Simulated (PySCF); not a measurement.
# Two-dimensional NMR puzzle

Compound of formula C₃H₁₂N₂Si₃. Correlations simulated from computed shifts and the bond graph:

HSQC (one-bond C–H):
| δH | δC |
| --- | --- |
| 2.67 | 42.7 |

COSY cross peaks (H two or three bonds apart, from the bond graph; peaks can be absent where the dihedral angle is near 90°):
| δH | δH |
| --- | --- |
| 5.39 | 3.46 |
| 5.39 | 3.39 |
| 3.73 | 3.46 |
| 3.73 | 3.39 |
| 3.46 | 3.39 |

HMBC (two and three bonds, from the bond graph):
| δH | δC |
| --- | --- |
| 5.39 | 125.9, 42.7 |
| 3.46 | 125.9 |
| 3.39 | 125.9 |
| 2.67 | 42.7 |

Carbons without hydrogens: δ 125.9.

Relativity neglected, single conformer, rapidly exchanging positions averaged, no solvent. Coordinates at the GFN2-xTB level; σ from GIAO-PBE0/pcSseg-1; PySCF 2.14.

Chemical shifts δ = σref − σ; $^{1}$H, $^{13}$C against TMS, all at this level.

Exchangeable hydrogens are left out of these lists.

Task: Work out the connectivity.

Result: `C([Si@H](N(C)C)[SiH2][SiH3])#N`.

Structure with atom numbers: `[CH3:1][N:2]([CH3:3])[Si@@H:4]([C:5]#[N:6])[SiH2:7][SiH3:8]`; H(Xn) means a hydrogen on atom n. Ha(Si7) is pro-R; Hb(Si7) is pro-S.

- δC 125.9 is C5, a nitrile carbon.
- δC 42.7 is C1/C3, a methyl carbon bonded to N (δH 2.67).
- HMBC from δH 5.39 reaches the proton-free carbon C5.
- HMBC from δH 3.46 reaches the proton-free carbon C5.
- HMBC from δH 3.39 reaches the proton-free carbon C5.
- COSY links 5.39–3.46, 5.39–3.39, 3.73–3.46, 3.73–3.39, 3.46–3.39.

The data come from this structure; uniqueness wasn't tested.

Shifts are as computed. Against solution values, carbons near 30 ppm lie about +3 ppm off and those near 130 ppm about +5 ppm. Of 1211 compounds with measured shifts, 218 miss one by over three times the rms of a fit or turn the order of signals round; such compounds aren't used in these exercises.
